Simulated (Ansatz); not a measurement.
Computed with Ansatz on PBE0-D4/def2-TZVP structures; ΔE is electronic, products minus reactants. CCSD(T)/CBS is the MP2 limit (def2-TZVPP, def2-QZVPP) plus CCSD(T) − MP2 in def2-TZVPP, frozen cores. Functionals use def2-TZVPP. B3LYP here is the variant with VWN-RPA as its local correlation; programs differ in this. For Se outer-core shells are correlated without core-valence functions, which leaves a few kJ/mol of doubt a bond. Scalar relativity is left out up to krypton. One conformer a species, not always the lowest.

Consider the ligand exchange at the Si–O bond: `CO[SiH](F)O[SiH3]` + H₂Se → `CO[SiH](F)[SeH]` + silanol.

`CO[SiH](F)O[SiH3]`:

```xyz
13

C     0.033   -2.241   -0.907
O     0.177   -1.001   -0.246
Si    0.057    0.458   -0.941
F    -1.357    0.583   -1.662
O     0.172    1.569    0.215
Si   -0.002    1.850    1.826
H     0.734   -2.333   -1.743
H     0.244   -3.034   -0.188
H    -0.986   -2.370   -1.284
H     1.079    0.681   -1.976
H     0.022    3.318    2.028
H     1.118    1.223    2.569
H    -1.292    1.297    2.309
```

H₂Se:

```xyz
3

Se    0.468    0.138   -0.480
H    -0.312   -1.051   -0.118
H    -0.156    0.913    0.598
```

`CO[SiH](F)[SeH]`:

```xyz
10

C     1.415   -0.429    0.497
O     0.074   -0.845    0.352
Si   -1.216    0.124    0.190
F    -2.430   -0.872   -0.039
Se   -1.006    1.580   -1.531
H     1.580    0.036    1.474
H     2.049   -1.313    0.419
H     1.697    0.283   -0.285
H    -1.493    0.938    1.393
H    -0.670    0.499   -2.469
```

`O[SiH3]`:

Cartesian coordinates in Å:
```
O 0.114 -0.655 1.096
Si -0.086 0.043 -0.384
H 0.429 -0.103 1.812
H -1.078 1.152 -0.339
H -0.573 -1.032 -1.278
H 1.194 0.596 -0.908
```

```csv
level,ΔE (kJ/mol),difference from CCSD(T)/CBS
PBE-D4,59.4,-16.2
r2SCAN-D4,73.6,-2.0
PBE0-D4,66.4,-9.2
B3LYP-D4,79.6,4.0
ωB97X-V,77.2,1.6
ωB97M-V,76.8,1.2
B2PLYP,80.1,4.5
PBE,59.2,-16.4
r2SCAN,73.1,-2.5
PBE0,66.1,-9.5
B3LYP,79.8,4.2
HF/def2-TZVPP,100.1,24.5
MP2/def2-TZVPP,75.4,-0.2
SCS-MP2/def2-TZVPP,81.6,6.0
CCSD/def2-TZVPP,84.6,9.0
CCSD(T)/def2-TZVPP,80.7,5.1
HF/def2-QZVPP,102.7,27.1
MP2/def2-QZVPP,73.3,-2.3
SCS-MP2/def2-QZVPP,79.9,4.3
HF/CBS(def2),103.0,27.4
MP2/CBS(def2),70.3,-5.3
CCSD/CBS(def2),79.5,3.9
CCSD(T)/CBS,75.6,0
```

Largest T1 diagnostic among the species: 0.011.

In def2-TZVPP, CCSD(T) changes the Hartree–Fock value by −19.4 kJ/mol (the triples alone add −3.8 kJ/mol) and MP2 by −24.8 kJ/mol. From PBE to PBE0 (25 % exact exchange), in def2-TZVPP and without D4, ΔE moves by +6.9 kJ/mol.
